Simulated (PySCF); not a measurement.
Basis-set dependence of population analyses: `C[O][AlH-]1[Cl+][AlH2-][Cl+]1`

Compound: CH₆Al₂Cl₂O.
Z-matrix (Å and degrees, PBE0-D3(BJ)/def2-SVP geometry), rows numbered from 1:
```
C 
O   1  1.3879
Al  2  1.6858  1  140.66
Cl  3  2.3172  2  108.81  1   -48.32
Al  4  2.3108  3   90.78  2   108.70
Cl  5  2.3128  4   89.36  3     1.39
H   1  1.1065  2  112.63  3    26.62
H   1  1.1034  2  110.23  3   146.56
H   1  1.1049  2  111.25  3   -94.24
H   3  1.5646  2  122.69  1   179.60
H   5  1.5773  4  108.15  3  -107.49
H   5  1.5765  4  108.24  3   110.47
```

PBE0 throughout (PySCF), one geometry, spherical d and f functions. Geometry: PBE0-D3(BJ)/def2-SVP, one conformer, isolated molecule. Atoms taken as equivalent share a column and are averaged. The first 7 of 9 kinds of atom are listed.

Mulliken charges (e):

```
        basis  functions      C1      O2     Al3  Cl4/Cl6     Al5  H7/H8/H9     H10
       STO-3G         52  -0.126  -0.408  +0.948   -0.427  +0.825    +0.072  -0.191
        6-31G         82  -0.181  -0.812  +1.032   -0.389  +0.629    +0.166  -0.129
     pcSseg-0         82  -0.270  -0.874  +1.202   -0.472  +0.849    +0.214  -0.205
       6-31G*        112  -0.251  -0.593  +0.707   -0.278  +0.401    +0.167  -0.061
      cc-pVDZ        130  +0.091  -0.516  +0.610   -0.211  +0.375    +0.039  -0.075
     def2-SVP        130  +0.142  -0.555  +0.783   -0.322  +0.593    +0.034  -0.125
  aug-cc-pVDZ        208  +0.875  -0.798  +0.914   -0.425  +0.128    -0.230  +0.177
6-311+G(2d,p)        230  -0.259  -0.819  +1.054   -0.293  +0.476    +0.141  -0.083
    def2-TZVP        246  -0.209  -0.315  +0.486   -0.210  +0.388    +0.116  -0.084
      cc-pVTZ        280  -0.113  -0.291  +0.435   -0.163  +0.375    +0.082  -0.096
     IGLO-III        306  -0.257  -0.525  +1.169   -0.487  +0.986    +0.113  -0.227
     pcSseg-2        328  +0.180  -0.647  +0.909   -0.312  +0.701    +0.025  -0.192
```

IAO charges (e):

| basis | functions | C1 | O2 | Al3 | Cl4/Cl6 | Al5 | H7/H8/H9 | H10 |
| --- | --- | --- | --- | --- | --- | --- | --- | --- |
| STO-3G | 52 | -0.251 | -0.558 | +0.976 | -0.272 | +0.803 | +0.118 | -0.250 |
| 6-31G | 82 | -0.218 | -0.609 | +0.815 | -0.242 | +0.543 | +0.141 | -0.157 |
| pcSseg-0 | 82 | -0.200 | -0.608 | +0.841 | -0.250 | +0.563 | +0.135 | -0.171 |
| 6-31G* | 112 | -0.179 | -0.646 | +0.898 | -0.261 | +0.628 | +0.129 | -0.189 |
| cc-pVDZ | 130 | -0.176 | -0.645 | +0.893 | -0.259 | +0.628 | +0.128 | -0.188 |
| def2-SVP | 130 | -0.169 | -0.641 | +0.907 | -0.259 | +0.646 | +0.124 | -0.200 |
| aug-cc-pVDZ | 208 | -0.186 | -0.659 | +0.910 | -0.262 | +0.635 | +0.132 | -0.191 |
| 6-311+G(2d,p) | 230 | -0.189 | -0.668 | +0.925 | -0.263 | +0.650 | +0.133 | -0.198 |
| def2-TZVP | 246 | -0.185 | -0.669 | +0.936 | -0.267 | +0.659 | +0.132 | -0.201 |
| cc-pVTZ | 280 | -0.187 | -0.665 | +0.929 | -0.267 | +0.653 | +0.132 | -0.198 |
| IGLO-III | 306 | -0.188 | -0.670 | +0.932 | -0.265 | +0.654 | +0.133 | -0.200 |
| pcSseg-2 | 328 | -0.186 | -0.669 | +0.933 | -0.266 | +0.655 | +0.132 | -0.200 |

Hirshfeld charges (e):

```json
{"basis": "STO-3G", "functions": "52", "C1": "+0.039", "O2": "-0.293", "Al3": "+0.683", "Cl4/Cl6": "-0.293", "Al5": "+0.604", "H7/H8/H9": "+0.008", "H10": "-0.145"}
{"basis": "6-31G", "functions": "82", "C1": "-0.014", "O2": "-0.329", "Al3": "+0.449", "Cl4/Cl6": "-0.092", "Al5": "+0.370", "H7/H8/H9": "+0.040", "H10": "-0.128"}
{"basis": "pcSseg-0", "functions": "82", "C1": "-0.024", "O2": "-0.312", "Al3": "+0.463", "Cl4/Cl6": "-0.084", "Al5": "+0.389", "H7/H8/H9": "+0.036", "H10": "-0.143"}
{"basis": "6-31G*", "functions": "112", "C1": "-0.017", "O2": "-0.308", "Al3": "+0.422", "Cl4/Cl6": "-0.066", "Al5": "+0.360", "H7/H8/H9": "+0.037", "H10": "-0.138"}
{"basis": "cc-pVDZ", "functions": "130", "C1": "-0.036", "O2": "-0.291", "Al3": "+0.433", "Cl4/Cl6": "-0.059", "Al5": "+0.371", "H7/H8/H9": "+0.035", "H10": "-0.146"}
{"basis": "def2-SVP", "functions": "130", "C1": "-0.036", "O2": "-0.297", "Al3": "+0.426", "Cl4/Cl6": "-0.044", "Al5": "+0.365", "H7/H8/H9": "+0.036", "H10": "-0.151"}
{"basis": "aug-cc-pVDZ", "functions": "208", "C1": "-0.048", "O2": "-0.320", "Al3": "+0.466", "Cl4/Cl6": "-0.064", "Al5": "+0.386", "H7/H8/H9": "+0.038", "H10": "-0.147"}
{"basis": "6-311+G(2d,p)", "functions": "230", "C1": "-0.042", "O2": "-0.319", "Al3": "+0.460", "Cl4/Cl6": "-0.063", "Al5": "+0.385", "H7/H8/H9": "+0.037", "H10": "-0.147"}
{"basis": "def2-TZVP", "functions": "246", "C1": "-0.044", "O2": "-0.310", "Al3": "+0.448", "Cl4/Cl6": "-0.055", "Al5": "+0.374", "H7/H8/H9": "+0.037", "H10": "-0.147"}
{"basis": "cc-pVTZ", "functions": "280", "C1": "-0.045", "O2": "-0.304", "Al3": "+0.447", "Cl4/Cl6": "-0.057", "Al5": "+0.374", "H7/H8/H9": "+0.037", "H10": "-0.147"}
{"basis": "IGLO-III", "functions": "306", "C1": "-0.050", "O2": "-0.314", "Al3": "+0.442", "Cl4/Cl6": "-0.041", "Al5": "+0.365", "H7/H8/H9": "+0.037", "H10": "-0.148"}
{"basis": "pcSseg-2", "functions": "328", "C1": "-0.050", "O2": "-0.316", "Al3": "+0.463", "Cl4/Cl6": "-0.062", "Al5": "+0.387", "H7/H8/H9": "+0.038", "H10": "-0.150"}
```

ESP-fitted charges (e):

| basis | functions | C1 | O2 | Al3 | Cl4/Cl6 | Al5 | H7/H8/H9 | H10 |
| --- | --- | --- | --- | --- | --- | --- | --- | --- |
| STO-3G | 52 | -0.141 | -0.369 | +0.922 | -0.375 | +0.784 | +0.072 | -0.230 |
| 6-31G | 82 | +0.064 | -0.594 | +0.943 | -0.341 | +0.797 | +0.055 | -0.235 |
| pcSseg-0 | 82 | -0.031 | -0.572 | +1.037 | -0.379 | +0.982 | +0.078 | -0.293 |
| 6-31G* | 112 | -0.163 | -0.347 | +0.615 | -0.193 | +0.628 | +0.088 | -0.190 |
| cc-pVDZ | 130 | -0.178 | -0.310 | +0.548 | -0.160 | +0.598 | +0.085 | -0.177 |
| def2-SVP | 130 | -0.133 | -0.346 | +0.618 | -0.178 | +0.662 | +0.075 | -0.206 |
| aug-cc-pVDZ | 208 | -0.279 | -0.269 | +0.538 | -0.144 | +0.610 | +0.104 | -0.184 |
| 6-311+G(2d,p) | 230 | -0.312 | -0.273 | +0.550 | -0.146 | +0.617 | +0.115 | -0.190 |
| def2-TZVP | 246 | -0.280 | -0.271 | +0.543 | -0.141 | +0.618 | +0.106 | -0.193 |
| cc-pVTZ | 280 | -0.268 | -0.274 | +0.542 | -0.142 | +0.610 | +0.103 | -0.190 |
| IGLO-III | 306 | -0.327 | -0.236 | +0.491 | -0.121 | +0.596 | +0.114 | -0.181 |
| pcSseg-2 | 328 | -0.221 | -0.327 | +0.629 | -0.177 | +0.663 | +0.094 | -0.209 |

Some averages cover members that differ in this geometry, most widely: H7/H8/H9, Mulliken in aug-cc-pVDZ -0.289 to -0.197; H7/H8/H9, ESP-fitted in IGLO-III +0.081 to +0.138; H7/H8/H9, ESP-fitted in aug-cc-pVDZ +0.075 to +0.125; H7/H8/H9, ESP-fitted in 6-311+G(2d,p) +0.086 to +0.134 e.

Question: Which scheme is steadiest as the basis changes?

Answer: Largest range over the bases for any column: IAO 0.26 e, Hirshfeld 0.26 e, ESP-fitted 0.55 e, Mulliken 1.14 e. IAO and Hirshfeld charges move least and Mulliken charges most, counted in e. Without the minimal STO-3G basis the ranges are IAO 0.12, Hirshfeld 0.05, ESP-fitted 0.55, Mulliken 1.14 e.

Question: How much do the charges still move between the two largest bases, IGLO-III and pcSseg-2?

Answer: At most, over all atoms: Mulliken 0.437 e, IAO 0.002 e, Hirshfeld 0.022 e, ESP-fitted 0.138 e.

Question: What do the same runs give for the total energy, the frontier levels and the dipole moment?

Answer: 
```csv
basis,energy (Eh),HOMO (eV),LUMO (eV),μ (D)
STO-3G,-1504.4504,-4.21,4.44,0.46
6-31G,-1521.5307,-8.09,-0.86,1.30
pcSseg-0,-1519.8636,-8.23,-0.80,1.42
6-31G*,-1521.6475,-8.05,-0.61,0.99
cc-pVDZ,-1521.7285,-8.06,-0.59,0.86
def2-SVP,-1521.2030,-8.10,-0.52,0.93
aug-cc-pVDZ,-1521.7475,-8.14,-0.82,0.74
"6-311+G(2d,p)",-1521.8019,-8.18,-0.80,0.83
def2-TZVP,-1521.8219,-8.16,-0.65,0.79
cc-pVTZ,-1521.8330,-8.14,-0.65,0.77
IGLO-III,-1521.8131,-8.14,-0.57,0.77
pcSseg-2,-1521.8477,-8.20,-0.70,0.84
```

The dipole is fixed by the density alone, so its range of 0.96 D shows that the density itself changes with the basis, not only its division among atoms.
